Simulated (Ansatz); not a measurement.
Ge₁₉PH₂₈⁺, a doped nanocrystal cut from the lattice of germanium (P on a surface site), 48 atoms. Hardware: 11 threads of AMD EPYC 7R13 on a shared host and a whole NVIDIA H100 80GB HBM3.

The 6-31G sets use Cartesian d functions. Correlated methods freeze 176 core orbitals; core or outer-core shells of Ge are correlated, in sets that lack core-valence functions. Single mean-field runs in 6-31G, def2-SVP, def2-TZVP are fitted with def2-universal-jkfit.

**Question.** How many basis functions does each of these Ansatz runs have, and roughly what does it cost? HF/6-31G, charge 1 singlet, energy; MP2/def2-SVP, charge 1 singlet, energy, from earlier orbitals; BHLYP-D4/def2-TZVP, charge 2 doublet at the geometry of the charge 1 singlet, energy, from earlier orbitals; PBE-D4/def2-SVP, charge 1 singlet, relaxation, 7 steps; BHLYP-D4/def2-TZVP, charge 0 doublet at the geometry of the charge 1 singlet, energy, from earlier orbitals; PBE0-D4/def2-TZVP, charge 0 doublet at the geometry of the charge 1 singlet, energy; PBE0-D4/def2-TZVP, charge 2 doublet at the geometry of the charge 1 singlet, energy; B3LYP-D4/6-31G, charge 1 singlet, energy; PBE0-D4/def2-TZVP, charge 1 singlet, energy, from earlier orbitals; BHLYP-D4/def2-TZVP, charge 1 singlet, energy and forces, from earlier orbitals; PBE-D4/def2-SVP, charge 1 singlet, energy, from earlier orbitals; PBE0-D4/def2-SVP, charge 1 singlet, energy, from earlier orbitals.

**Answer.** Other jobs shared the machine, so times can vary by a factor of up to 3. A dash marks memory too small to be measured apart from the calling script's.

```json
{"run": "B3LYP-D4/6-31G, charge 1 singlet, energy", "functions": "620", "fitting or Cholesky vectors": "5686", "wall time": "6 s", "peak host memory (GiB)": "–"}
{"run": "HF/6-31G, charge 1 singlet, energy", "functions": "620", "fitting or Cholesky vectors": "5686", "wall time": "6.5 s", "peak host memory (GiB)": "–"}
{"run": "PBE-D4/def2-SVP, charge 1 singlet, energy, from earlier orbitals", "functions": "766", "fitting or Cholesky vectors": "5686", "wall time": "6.5 s", "peak host memory (GiB)": "–"}
{"run": "PBE0-D4/def2-SVP, charge 1 singlet, energy, from earlier orbitals", "functions": "766", "fitting or Cholesky vectors": "5686", "wall time": "8.5 s", "peak host memory (GiB)": "–"}
{"run": "PBE0-D4/def2-TZVP, charge 1 singlet, energy, from earlier orbitals", "functions": "1117", "fitting or Cholesky vectors": "5686", "wall time": "13 s", "peak host memory (GiB)": "–"}
{"run": "MP2/def2-SVP, charge 1 singlet, energy, from earlier orbitals", "functions": "766", "fitting or Cholesky vectors": "7592", "wall time": "15 s", "peak host memory (GiB)": "2"}
{"run": "BHLYP-D4/def2-TZVP, charge 1 singlet, energy and forces, from earlier orbitals", "functions": "1117", "fitting or Cholesky vectors": "5686", "wall time": "19 s", "peak host memory (GiB)": "8.3"}
{"run": "PBE-D4/def2-SVP, charge 1 singlet, relaxation, 7 steps", "functions": "766", "fitting or Cholesky vectors": "5686", "wall time": "32 s", "peak host memory (GiB)": "–"}
{"run": "PBE0-D4/def2-TZVP, charge 2 doublet at the geometry of the charge 1 singlet, energy", "functions": "1117", "fitting or Cholesky vectors": "5686", "wall time": "38 s", "peak host memory (GiB)": "2.1"}
{"run": "PBE0-D4/def2-TZVP, charge 0 doublet at the geometry of the charge 1 singlet, energy", "functions": "1117", "fitting or Cholesky vectors": "5686", "wall time": "39 s", "peak host memory (GiB)": "2.1"}
{"run": "BHLYP-D4/def2-TZVP, charge 0 doublet at the geometry of the charge 1 singlet, energy, from earlier orbitals", "functions": "1117", "fitting or Cholesky vectors": "5686", "wall time": "41 s", "peak host memory (GiB)": "2"}
{"run": "BHLYP-D4/def2-TZVP, charge 2 doublet at the geometry of the charge 1 singlet, energy, from earlier orbitals", "functions": "1117", "fitting or Cholesky vectors": "5686", "wall time": "51 s", "peak host memory (GiB)": "2"}
```
